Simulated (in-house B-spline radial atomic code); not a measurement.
Radial electron density of Ti V (Ti4+), [Ne] 3s2 3p6. Computed with a B-spline radial code for spherical atoms: scalar-relativistic (X2C) r2SCAN0, spin-polarised, spherical fractional occupations, Fermi nucleus of rms radius 3.5921 fm.

Columns: r (bohr), 4πr²n(r) (electrons per bohr), bar.

```
 0.00262   0.6678 #
 0.00312   0.9117 #
 0.00372    1.243 ##
 0.00444    1.689 ###
  0.0053    2.283 ####
 0.00632    3.061 #####
 0.00754    4.073 ######
 0.00899    5.364 ########
  0.0107    6.965 ###########
  0.0128    8.984 ##############
  0.0152    11.29 ##################
  0.0182    14.05 ######################
  0.0217    16.98 ###########################
  0.0259    19.98 ###############################
  0.0309    22.73 ####################################
  0.0368    24.87 #######################################
  0.0439    26.06 #########################################
  0.0524    26.02 #########################################
  0.0625    24.76 #######################################
  0.0745     22.7 ####################################
  0.0888    20.64 ################################
   0.106    19.58 ###############################
   0.126    20.26 ################################
   0.151     22.8 ####################################
    0.18       26 #########################################
   0.214    28.05 ############################################
   0.256    27.28 ###########################################
   0.305    23.15 ####################################
   0.364    16.87 ##########################
   0.434    11.04 #################
   0.518    7.822 ############
   0.617    7.703 ############
   0.736    9.062 ##############
   0.878    9.655 ###############
    1.05    8.335 #############
    1.25     5.72 #########
    1.49    3.047 #####
    1.78    1.213 ##
    2.12   0.3583 #
    2.53   0.0725 
    3.02 0.009574 
     3.6 0.0007876
```

On this grid the curve has 3 maxima, near 0.0439, 0.214, 0.878 bohr.

The 3p down radial function P(r) = rR(r), positive near the nucleus:

```json
{"r (bohr)": "0.00312", "P": "0.001329"}
{"r (bohr)": "0.00444", "P": "0.002577"}
{"r (bohr)": "0.00632", "P": "0.004992"}
{"r (bohr)": "0.00899", "P": "0.009615"}
{"r (bohr)": "0.0128", "P": "0.01839"}
{"r (bohr)": "0.0182", "P": "0.03457"}
{"r (bohr)": "0.0259", "P": "0.06366"}
{"r (bohr)": "0.0368", "P": "0.1132"}
{"r (bohr)": "0.0524", "P": "0.1925"}
{"r (bohr)": "0.0745", "P": "0.3048"}
{"r (bohr)": "0.106", "P": "0.4375"}
{"r (bohr)": "0.151", "P": "0.5395"}
{"r (bohr)": "0.214", "P": "0.5133"}
{"r (bohr)": "0.305", "P": "0.2484"}
{"r (bohr)": "0.434", "P": "-0.2619"}
{"r (bohr)": "0.617", "P": "-0.8196"}
{"r (bohr)": "0.878", "P": "-1.073"}
{"r (bohr)": "1.25", "P": "-0.8519"}
{"r (bohr)": "1.78", "P": "-0.4065"}
{"r (bohr)": "2.53", "P": "-0.1033"}
{"r (bohr)": "3.6", "P": "-0.01112"}
```
